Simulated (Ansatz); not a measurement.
Ansatz (an electronic-structure program) input (wB97M-V/def2-TZVPD):

Ansatz 0.2 input:
```yaml
crystal:
  periodic: [false, false, false]
  atoms:
    - {symbol: V, position_ang: [-0.00000000, -0.00000000, 0.00000000]}
    - {symbol: Cl, position_ang: [1.70060743, -0.58504543, -1.15967758]}
    - {symbol: Cl, position_ang: [0.57933646, 0.51039355, 1.99576140]}
    - {symbol: Cl, position_ang: [-0.93077409, 1.73565643, -0.83687049]}
    - {symbol: Cl, position_ang: [-1.34916980, -1.66100455, 0.00078666]}
basis:
  gaussian:
    orbitals: def2-TZVPD
hamiltonian:
  xc: {name: wB97M-V}
magnetization: {spin_polarized: true, initial_magnetization: 1}
output: {forces: true}
```

Output:

```
Functional definition: wB97M-V
integrals: 0.38 GiB planned
1590 factors; their error is unknown
integrals: 0.41 GiB planned
301 factors; integrals over basis functions are off by at most 3.6e-5 eV
mean field: 4.25 GiB planned
mean field evaluation 1: about -75777.9011 eV, gradient 2.5e1 eV
mean field evaluation 2: about -75741.6709 eV, gradient 1.3e2 eV
mean field evaluation 4: about -75780.8922 eV, gradient 1.3e0 eV
mean field evaluation 8: about -75780.9183 eV, gradient 1.8e-1 eV
mean field evaluation 16: about -75781.0524 eV, gradient 2.4e-3 eV
mean field evaluation 32: about -75781.0671 eV, gradient 2.5e-1 eV
mean field evaluation 64: about -75780.4937 eV, gradient 4.2e0 eV
mean field -75781.09931532 eV, -2784.9040335640 hartree, gradient 6.3e-6 eV, S^2 0.762307; 4 other end points of the search recorded, 0 dependent functions left out
the calculation of the forces begins
reference -75781.09941801 eV, -2784.9040373378 hartree; 46, 45 occupied and 186, 187 virtual orbitals, 1590 factors
Total energy: -75781.09941801 eV, -2784.9040373378 hartree
Atom 0 at    -0.000000    -0.000000     0.000000 Å, force     0.000000    -0.000000    -0.000000 eV/Å
Atom 1 at     1.700607    -0.585045    -1.159678 Å, force    -0.259668     0.079982     0.173028 eV/Å
Atom 2 at     0.579336     0.510394     1.995761 Å, force    -0.090532    -0.068515    -0.301451 eV/Å
Atom 3 at    -0.930774     1.735656    -0.836870 Å, force     0.141421    -0.256716     0.133642 eV/Å
Atom 4 at    -1.349170    -1.661005     0.000787 Å, force     0.208779     0.245250    -0.005219 eV/Å
Dipole moment:    -0.000000     0.000000     0.000000 e Å
```

The spin state was set by rule; other spins were not relaxed.
